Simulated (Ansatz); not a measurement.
Reaction (substitution at a C–B bond): `N[B]([GeH3])CF` + `[NH2][GeH2][OH]` → `[OH][GeH2][NH]CF` + `N[BH][GeH3]`

Calculated with Ansatz (gas phase, PBE0-D4/def2-TZVP geometries, no zero-point term in ΔE). CBS: MP2 limit from def2 TZ/QZ plus the TZ coupled-cluster correction, frozen cores. DFT in def2-TZVPP. For Ge outer-core shells are correlated without core-valence functions, which leaves a few kJ/mol of doubt a bond. Scalar relativity is left out up to krypton. One conformer a species, not always the lowest.

| level | ΔE (eV) |
| --- | --- |
| r2SCAN-D4 | 0.11 |
| ωB97M-V | 0.11 |
| SCS-MP2/def2-TZVPP | 0.08 |
| HF/def2-QZVPP | 0.11 |

Task: What does CCSD(T)/CBS give? (Estimate.)

Result: Computed: +0.13 eV. The listed levels differ from it by -0.02, -0.02, -0.05, -0.02 eV.

Largest T1 diagnostic among the species: 0.013.
